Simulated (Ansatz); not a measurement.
`C[Si@H](O)N[Si@@H](O)F` + `O[SiH2]F` → `O[SiH](F)O[SiH2]F` + `C[SiH](N)O`  (ligand exchange at the Si–N bond)

Isolated molecules relaxed with PBE0-D4/def2-TZVP in Ansatz; ΔE leaves out vibrations. CCSD(T)/CBS is the MP2 limit (def2-TZVPP, def2-QZVPP) plus CCSD(T) − MP2 in def2-TZVPP, frozen cores. DFT in def2-TZVPP. Each species was taken in one conformer, which may not be the lowest.

Task: Is it downhill or uphill in electronic energy at CCSD(T)/CBS, and by how much? (An estimate is asked.)

Result: Ansatz gave: Downhill: ΔE = -0.47 eV.

Task: What do these levels give: PBE-D4, PBE0-D4, B2PLYP, r2SCAN, PBE0, MP2/def2-TZVPP, SCS-MP2/def2-TZVPP, CCSD/def2-TZVPP, CCSD(T)/def2-TZVPP, MP2/def2-QZVPP, MP2/CBS(def2), CCSD/CBS(def2)? (Best estimate.)

Result: Computed: PBE-D4 -0.38, PBE0-D4 -0.42, B2PLYP -0.50, r2SCAN -0.46, PBE0 -0.45, MP2/def2-TZVPP -0.44, SCS-MP2/def2-TZVPP -0.48, CCSD/def2-TZVPP -0.49, CCSD(T)/def2-TZVPP -0.45, MP2/def2-QZVPP -0.46, MP2/CBS(def2) -0.46, CCSD/CBS(def2) -0.50 eV.

Largest T1 diagnostic among the species: 0.012.

The D4 term adds +0.06 eV with B3LYP and +0.03 eV with PBE0; it sums over pairs of atoms, weighted by their polarisabilities, and B3LYP, whose exchange is more repulsive, gets the larger term. In def2-TZVPP, CCSD(T) changes the Hartree–Fock value by +0.20 eV (the triples alone add +0.03 eV) and MP2 by +0.21 eV.

B3LYP here is the variant with VWN-RPA as its local correlation; programs differ in this.
